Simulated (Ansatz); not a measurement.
Reaction (isomerisation): `B[SiH](F)OC` → `OC([SiH3])BF`

Computed with Ansatz on PBE0-D4/def2-TZVP structures; ΔE is electronic, products minus reactants. CCSD(T)/CBS is the MP2 limit (def2-TZVPP, def2-QZVPP) plus CCSD(T) − MP2 in def2-TZVPP, frozen cores. DFT in def2-TZVPP. B3LYP here is the variant with VWN-RPA as its local correlation; programs differ in this. One conformer a species, not always the lowest.

`B[SiH](F)OC`:

Cartesian coordinates in Å:
```
B 1.208 2.019 0.116
Si 0.570 0.178 0.611
F 0.087 0.172 2.142
O -0.674 -0.112 -0.404
C -1.253 -1.372 -0.667
H 2.259 2.214 -0.417
H 0.511 2.965 0.333
H 1.534 -0.954 0.522
H -1.645 -1.368 -1.686
H -2.077 -1.563 0.026
H -0.520 -2.180 -0.576
```

`OC([SiH3])BF`:

```xyz
11

O    -0.780   -1.586   -0.148
C    -0.497   -0.280    0.322
Si    1.340    0.165    0.020
B    -1.343    0.824   -0.355
F    -2.093    0.567   -1.410
H    -0.168   -2.205    0.259
H    -0.634   -0.179    1.413
H     2.130   -0.995    0.521
H     1.615    0.342   -1.428
H     1.730    1.390    0.764
H    -1.299    1.958    0.042
```

| level | ΔE (eV) |
| --- | --- |
| PBE0-D4 | 0.59 |
| B3LYP | 0.74 |
| SCS-MP2/def2-QZVPP | 0.85 |
| MP2/CBS(def2) | 0.79 |

Q: What does CCSD(T)/CBS give? (An estimate is asked.)

A: The calculation gave: +0.78 eV. The listed levels differ from it by -0.19, -0.04, 0.07, 0.01 eV.

Largest T1 diagnostic among the species: 0.013.

From PBE to PBE0 (25 % exact exchange), in def2-TZVPP and without D4, ΔE moves by +0.10 eV. In def2-TZVPP, CCSD(T) changes the Hartree–Fock value by −0.32 eV (the triples alone add −0.06 eV) and MP2 by −0.31 eV.
